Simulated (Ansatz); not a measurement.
Consider the ligand exchange at a Ga–Br bond: `[F][GaH][Br]` + HI → `[F][GaH][I]` + HBr.

Gas-phase electronic energies from Ansatz, PBE0-D4/def2-TZVP geometries. CCSD(T)/CBS adds triple-zeta CCSD(T) − MP2 to the extrapolated MP2 energy (def2 sets, frozen cores). DFT in def2-TZVPP. HSE06 is defined as in plane-wave codes. def2 core potentials past Kr. For Br, Ga, I outer-core shells are correlated without core-valence functions, which leaves a few kJ/mol of doubt a bond. Scalar relativity is left out up to krypton.

```json
{"level": "revPBE-D4", "ΔE (kJ/mol)": "-3.0", "difference from CCSD(T)/CBS": "0.5"}
{"level": "r2SCAN-D4", "ΔE (kJ/mol)": "-1.6", "difference from CCSD(T)/CBS": "1.9"}
{"level": "HSE06-D4", "ΔE (kJ/mol)": "-3.3", "difference from CCSD(T)/CBS": "0.2"}
{"level": "BHLYP-D4", "ΔE (kJ/mol)": "-1.6", "difference from CCSD(T)/CBS": "1.9"}
{"level": "r2SCAN", "ΔE (kJ/mol)": "-1.5", "difference from CCSD(T)/CBS": "2.0"}
{"level": "r2SCANh", "ΔE (kJ/mol)": "-1.6", "difference from CCSD(T)/CBS": "1.9"}
{"level": "CCSD(T)/def2-SVP", "ΔE (kJ/mol)": "-2.2", "difference from CCSD(T)/CBS": "1.3"}
{"level": "MP2/def2-TZVPP", "ΔE (kJ/mol)": "-3.4", "difference from CCSD(T)/CBS": "0.1"}
{"level": "HF/def2-QZVPP", "ΔE (kJ/mol)": "2.3", "difference from CCSD(T)/CBS": "5.8"}
{"level": "SCS-MP2/def2-QZVPP", "ΔE (kJ/mol)": "-3.1", "difference from CCSD(T)/CBS": "0.4"}
{"level": "CCSD(T)/CBS", "ΔE (kJ/mol)": "-3.5", "difference from CCSD(T)/CBS": "0"}
```

Largest T1 diagnostic among the species: 0.012.

Leaving LDA and LC-ωPBE aside and taking each functional with its dispersion term where it has one, the values, not all of them listed here, spread over 5.4 kJ/mol, from PBE-D4 to B97M-V.
